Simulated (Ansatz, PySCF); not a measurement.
Input for PySCF:
```python
from pyscf import gto, scf, dft

mol = gto.Mole()
mol.atom = '''
    Ti    0.12390598    0.11494892    0.56608490
    Cl   -1.28243410   -1.29189440   -0.14479010
    Cl    0.22989792    1.49208641   -1.03198747
    O     1.59064046   -0.61057994    0.82154334
    H     2.44206012   -1.04750071    0.97900448
'''
mol.basis = 'sto-3g'
mol.charge = 1
mol.verbose = 4
mol.build()

mf = dft.RKS(mol)
mf.xc = 'pbe0'
mf.grids.atom_grid = (99, 590)
mf.grids.prune = None
mf.kernel()
```

Q: Convert this to an input for Ansatz (a quantum-chemistry and plane-wave program).

A: This is not unique; one that fits is 
Ansatz 0.2 input:
```yaml
crystal:
  periodic: [false, false, false]
  atoms:
    - {symbol: Ti, position_ang: [0.12390598, 0.11494892, 0.56608490]}
    - {symbol: Cl, position_ang: [-1.28243410, -1.29189440, -0.14479010]}
    - {symbol: Cl, position_ang: [0.22989792, 1.49208641, -1.03198747]}
    - {symbol: O, position_ang: [1.59064046, -0.61057994, 0.82154334]}
    - {symbol: H, position_ang: [2.44206012, -1.04750071, 0.97900448]}
basis:
  gaussian:
    orbitals: STO-3G
hamiltonian:
  xc: pbe0
total_charge: 1
accuracy: high
```

Both were run: PySCF gave -1825.384456 Eh and Ansatz -1825.384454 Eh, 0.002 mEh apart.
